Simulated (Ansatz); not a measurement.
**Telling isomers of GaH2O apart by their spectra**

These gas-phase data were calculated for one isomer of GaH2O at PBE0-D3(BJ)/pcseg-1 (harmonic, unscaled wavenumbers; equilibrium rotational constants with average atomic masses):

- rotational constants: 185.5, 10.53, 9.967 GHz
- all wavenumbers above 1500 cm⁻¹: 3878, 1796
- dipole moment: 1.62 D (PBE0/def2-TZVPD)

Candidates:

(1) `[OH][GaH]`, a doublet
(2) `[O][GaH2]`, a doublet

**Question.** Assign the data to one candidate and say why.

**Answer.** Candidate (1). The band at 3878 cm⁻¹ lies where the O–H stretch is expected; (2) has no mode between 3300 and 4000 cm⁻¹.

The same quantities for all candidates:

```
     rotational constants (GHz)  wavenumbers above 1500 cm⁻¹  dipole (D)  E above the lowest, PBE0-D3(BJ)/pcseg-1 (kcal/mol)
(1)         185.5, 10.53, 9.967                   3878, 1796        1.62                                                 0.0
(2)          125.5, 11.22, 10.3                   2049, 2040        2.21                                                34.9
```

Harmonic stretches to hydrogen usually lie a few per cent above observed fundamentals. Each candidate is one conformer. Open shells are spin-unrestricted. Programs: Ansatz 0.2.0.
